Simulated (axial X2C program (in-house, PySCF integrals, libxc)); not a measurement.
**Which functional? An output for KH⁻**

An SCF output computed with an in-house relativistic program for diatomic molecules for KH⁻ at 2.367 Å, two-component, state Ω = 1/2, K dyall-acv3z [12s13p7d3f], H dyall-av3z [7s3p2d] (cores contracted in-house), without its first line:

```
basis functions 133  fitting functions 528  grid points 5065
iter        total energy     max residual
   1       -602.534388783     9.94e-06
   2       -602.534388785     7.92e-06
converged
one-electron -838.96715173  Coulomb 266.21959884  exact exchange -8.31842223  xc functional -25.60251328  nuclear repulsion 4.24772582  atomic mean-field constant -0.11362621
```

Question: Which level of theory produced it?
A. HF
B. LDA
C. PBE0

Answer: C. The exact-exchange term against the functional term shows a share of 0.25 of exact exchange.
